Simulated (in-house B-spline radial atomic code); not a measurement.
Ionisation energies along the 9-electron series, configuration 1s2 2s2 2p1/2(2) 2p3/2(3), as differences of self-consistent energies. Dirac energy differences include first-order Breit, QED and recoil terms. NIST's values go from ground level to ground level; the uncertainty of those that are theory runs from under 0.1 % in few-electron ions to several per cent in heavy many-electron ones. Computed with a radial B-spline atomic code at the basis-set limit: Dirac-Hartree-Fock, jj configuration that fills j = l - 1/2 first, finite nuclei.

A number in brackets counts the electrons of a j subshell.

| ion | configuration after | ionisation energy (eV) | IE/(q+1)² (eV) | -ε less Coulomb ΔSCF (eV) | Breit and QED recoil part (eV) | tabulated value (eV) | tabulated kind | computed minus tabulated (eV) |
| --- | --- | --- | --- | --- | --- | --- | --- | --- |
| Sc12+ | [He] 2s2 2p1/2(2) 2p3/2(2) | 760.1 | 4.4975 | 2.5576 | -0.25334 | 757.7 | semi-empirical | 2.4 |
| Ti13+ | [He] 2s2 2p1/2(2) 2p3/2(2) | 866.4 | 4.4206 | 2.5563 | -0.30734 | 864 | semi-empirical | 2.4 |
| V14+ | [He] 2s2 2p1/2(2) 2p3/2(2) | 979.6 | 4.3538 | 2.5553 | -0.36837 | 977.2 | semi-empirical | 2.4 |
| Cr15+ | [He] 2s2 2p1/2(2) 2p3/2(2) | 1099.6 | 4.2954 | 2.5546 | -0.43702 | 1097.2 | semi-empirical | 2.4 |
| Mn16+ | [He] 2s2 2p1/2(2) 2p3/2(2) | 1226.4 | 4.2437 | 2.554 | -0.51343 | 1224.1 | semi-empirical | 2.3 |
| Fe17+ | [He] 2s2 2p1/2(2) 2p3/2(2) | 1360.1 | 4.1979 | 2.5537 | -0.59833 | 1357.8 | semi-empirical | 2.3 |
| Co18+ | [He] 2s2 2p1/2(2) 2p3/2(2) | 1500.6 | 4.1568 | 2.5535 | -0.69183 | 1504.5 | measured | -3.9 |
| Ni19+ | [He] 2s2 2p1/2(2) 2p3/2(2) | 1647.9 | 4.1198 | 2.5535 | -0.79488 | 1646 | semi-empirical | 1.9 |
| Cu20+ | [He] 2s2 2p1/2(2) 2p3/2(2) | 1802.1 | 4.0864 | 2.5535 | -0.90703 | 1800 | semi-empirical | 2.1 |
| Zn21+ | [He] 2s2 2p1/2(2) 2p3/2(2) | 1963.1 | 4.056 | 2.5537 | -1.0296 | 1961 | semi-empirical | 2.1 |
| Ga22+ | [He] 2s2 2p1/2(2) 2p3/2(2) | 2131.0 | 4.0283 | 2.554 | -1.1623 | 2129 | semi-empirical | 2.0 |
| Ge23+ | [He] 2s2 2p1/2(2) 2p3/2(2) | 2305.7 | 4.0029 | 2.5544 | -1.306 | 2304 | semi-empirical | 1.7 |
| As24+ | [He] 2s2 2p1/2(2) 2p3/2(2) | 2487.3 | 3.9796 | 2.5549 | -1.4614 | 2486 | semi-empirical | 1.3 |
| Se25+ | [He] 2s2 2p1/2(2) 2p3/2(2) | 2675.7 | 3.9582 | 2.5554 | -1.6282 | 2674 | semi-empirical | 1.7 |

Question: How far is this level of theory from the measured and semi-empirical values?

Answer: Over those 14 rows the differences run from -3.9 to +2.43 eV (mean absolute value 2.2 eV). The calculation leaves out correlation and, in open shells, the multiplet splittings that an average leaves out.
